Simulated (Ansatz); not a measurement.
**A basis-limit estimate, worked out**

An elementary step of BSiH₄F₃, singlet (BSiH₃F₂ ([F][B]([F])[SiH3]) + HF → BF₃ ([F][B]([F])[F]) + SiH₄; bonds formed: B1–F6, Si2–H5; bonds broken: B1–Si2, H5–F6). “Start” is the structure reached by relaxing down from the saddle towards the reactants; PBE0-D4/def2-TZVP structures. The saddle:

```tsv
atom	x (Å)	y (Å)	z (Å)
B1	-0.5582	-0.9078	0.2695
Si2	0.2697	1.0475	-0.3619
F3	-1.0385	-1.5571	-0.7859
F4	-1.3251	-0.7514	1.3435
H5	0.9203	-0.6420	0.3689
F6	0.8067	-1.6790	0.7459
H7	-1.0794	1.5576	-0.7130
H8	0.8685	1.8944	0.7001
H9	1.1361	1.0376	-1.5672
```

Computed with Ansatz 0.2.0 (basis: def2-TZVPP and def2-QZVPP); correlated methods freeze the cores.

Energies in eV:

| quantity | saddle | start |
| --- | --- | --- |
| Hartree–Fock, triple zeta (X = 3) | -16720.29334 | -16722.26770 |
| Hartree–Fock, quadruple zeta (X = 4) | -16720.92858 | -16722.90450 |
| MP2 correlation, X = 3 | -27.66792 | -26.91293 |
| MP2 correlation, X = 4 | -30.11242 | -29.36676 |
| CCSD(T) correlation, X = 3 | -29.25256 | -28.55372 |

Work out the barrier at the basis limit: extrapolate Hartree–Fock as E(X) = E∞ + A exp(−7.88 √X) and the MP2 correlation as E(X) = E∞ + B X^−2.97 (the exponents that Neese and Valeev fitted for def2-TZVPP and QZVPP), then add CCSD(T) − MP2 in triple zeta.

Each step is linear, so take the differences first (saddle − start): Hartree–Fock 1.97436 (X = 3) and 1.97592 (X = 4); MP2 correlation -0.75499 and -0.74566; CCSD(T) correlation -0.69884.
Two points give E∞ = E(4) + w [E(4) − E(3)], with w = 1/(exp(7.88 (2 − √3)) − 1) = 0.1377 for Hartree–Fock and w = 1/((4/3)^2.97 − 1) = 0.7407 for the correlation.
Hartree–Fock: 1.97592 + 0.1377 × 0.00156 = 1.9761 eV.
MP2 correlation: -0.74566 + 0.7407 × 0.00933 = -0.7387 eV.
CCSD(T) − MP2: -0.69884 − (-0.75499) = 0.0562 eV.
Sum: 1.9761 + (-0.7387) + 0.0562 = 1.2936 eV, or 29.83 kcal/mol. Plain CCSD(T) in triple zeta gives 1.2755 eV, so the larger basis shifts the result by 0.0181 eV.

The T1 diagnostic stays at or below 0.014.

Steps of this kind, hydrogen fluoride cutting a network bond, underlie vapour etching and the fluorination step of atomic layer etching.

Labels in which every atom is bracketed show which atoms are joined, not bond orders.

For scale, one of the runs: CCSD(T)/def2-TZVPP, 222 basis functions, launched by `ansatz run in.yaml --threads 4 --pin off --events-out ev --progress --plain --max-ram 9574MiB`. Hardware: 4 CPU threads of an Arm Neoverse V1, shared host. Wall time 110 s; peak host memory 3.7 GiB.
